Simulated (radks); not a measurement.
Values are calculated unless marked as measured or tabulated.
Task: Ionisation of the gold ion Au2+, [Xe] 4f14 5d9, to Au3+, [Xe] 4f14 5d8, under several functionals. Dirac Kohn-Sham, spin-unpolarised, spherical densities, finite nucleus; open shells fill j = l - 1/2 first; a radial shooting solver on a logarithmic mesh with Libxc functionals. Known Delta-SCF values: LDA (Slater exchange, VWN5 correlation) 33.378 eV; PW91 33.163 eV; BLYP 32.964 eV. What does PBE give, and what is its highest occupied eigenvalue?

Result: 33.083 eV by Delta-SCF; the 5d5/2 eigenvalue is -26.602 eV. NIST: 30 eV (theoretical).

Beside tabulated values, note that spin-unpolarised runs miss the spin-polarisation part of the exchange energy of open shells.
